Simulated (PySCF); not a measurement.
**Electronic absorption of C6H10FOP**

Species: C6H10FOP.
Atom-mapped SMILES: `[CH3:1][C:2]([CH3:3])([CH3:4])[P@@:5]1(=[O:6])[CH:7]=[C:8]1[F:9]` (hydrogens: H10, H11, H12 on C1; H13, H14, H15 on C3; H16, H17, H18 on C4; H19 on C7)

Method: TDDFT wB97X-D/def2-SVPD, vertical, gas phase, core orbitals frozen in the response in PySCF. Isolated species at its PBE0-D3(BJ)/def2-SVP geometry, gas phase. Torsions of this conformer, `[CH3:1][C:2]([CH3:3])([CH3:4])[P@@:5]1(=[O:6])[CH:7]=[C:8]1[F:9]`: C1–C2–P5–O6 58°.

| state | λ (nm) | E (eV) | f | main configurations (H = HOMO, L = LUMO) |
| --- | --- | --- | --- | --- |
| S1 | 207.1 | 5.99 | 0.0043 | H→L (81%), H-1→L (13%) |
| S2 | 196.2 | 6.32 | 0.0013 | H-1→L (79%), H→L (12%) |
| S3 | 178.9 | 6.93 | 0.0097 | H-2→L (43%), H-1→L+1 (10%), H→L+3 (10%) |
| S4 | 175.8 | 7.05 | 0.014 | H→L+1 (53%), H-2→L (17%) |
| S5 | 171.7 | 7.22 | 0.037 | H-1→L+1 (50%), H-2→L (14%), H-1→L+3 (10%) |
| S6 | 166.3 | 7.46 | 0.021 | H-1→L+2 (32%), H-1→L+3 (12%), H-1→L+5 (11%) |
| S7 | 161.9 | 7.66 | 0.041 | H-2→L+1 (58%), H-1→L+1 (9%) |
| S8 | 157.3 | 7.88 | 0.094 | H→L+2 (31%), H-2→L+1 (13%) |
| S9 | 151.4 | 8.19 | 0.0044 | H-2→L+2 (38%), H-2→L+3 (13%) |
| S10 | 149.8 | 8.28 | 0.017 | H-5→L (39%), H-3→L (20%), H-7→L (10%) |

Triplets (Tamm–Dancoff): T1 5.00 eV, H-2→L (80%); T2 5.43 eV, H→L (67%), H-1→L (18%); T3 6.15 eV, H-1→L (71%), H→L (18%); T4 6.52 eV, H→L+2 (27%), H→L+1 (21%), H→L+5 (11%).

The lowest singlet comes at 207 nm (577 kJ/mol) in the ultraviolet; it is very weak; its leading configuration is HOMO→LUMO (81%). The most intense listed level is S8 at 7.88 eV (157 nm, f = 0.094), 1.90 eV above S1. Löwdin shares by element: HOMO oxygen 46%, phosphorus 15%, carbon 15% or more, fluorine 6% (atoms not listed hold the other 17%); LUMO carbon 67% or more, fluorine 8%, hydrogen 8% or more (atoms not listed hold the other 17%). Orbital energies (eV): HOMO-3 -11.78, HOMO-2 -10.37, HOMO-1 -9.84, HOMO -9.75, LUMO 1.19, LUMO+1 1.81, LUMO+2 2.44. The oscillator strengths of these states sum to 0.244; summed over the whole spectrum of an exact calculation they would give the number of electrons, 78 (Thomas–Reiche–Kuhn). The listed states span 2.29 eV, and the widest gap between neighbours is 0.61 eV (S2 to S3). The vertical ionisation energy (ΔSCF) is 9.89 eV, 1.62 eV above S10. Only the lowest 10 singlets were computed, as vertical energies without vibronic structure.
